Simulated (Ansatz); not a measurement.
AlH2Br. The state is a singlet with charge 0. Geometry relaxed at B3LYP-D4/def2-TZVP.

```xyz
4

Al    0.027   -0.183    0.085
H     1.139   -1.110   -0.521
H    -0.892   -0.563    1.299
Br   -0.274    1.855   -0.864
```

Task: Estimate the harmonic wavenumbers at RKS B3LYP-D4/def2-TZVP (Ansatz, unscaled). Is this a minimum?

Result: 405, 493, 592, 782, 1966, 1984 cm⁻¹. Yes, no mode is imaginary beyond noise. Zero-point energy 37.2 kJ/mol. Hardware: 4 threads of Arm Neoverse V2 on a shared host. Wall time 4.3 s.
